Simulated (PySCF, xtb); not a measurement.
C3H3BF2, SMILES C#CB(F)CF. One conformer was computed; it need not be the lowest.

Harmonic wavenumbers (cm⁻¹) from xtb 6.7.1 with GFN2-xTB at its own minimum, in rising order: 78, 97, 193, 232, 380, 413, 492, 652, 680, 688, 774, 1030, 1131, 1184, 1249, 1309, 1412, 2206, 2908, 2926, 3366.

What does B3LYP-D3(BJ)/def2-SVP (PySCF) give at its own minimum? (Estimate from the structure and the level; the computed values follow.)

78, 116, 219, 252, 406, 458, 550, 655, 714, 790, 851, 1088, 1183, 1243, 1298, 1400, 1433, 2181, 2991, 3029, 3457. Paired by order, the mean absolute difference is 50 cm⁻¹ and the zero-point energies are 33.5 and 34.9 kcal/mol.
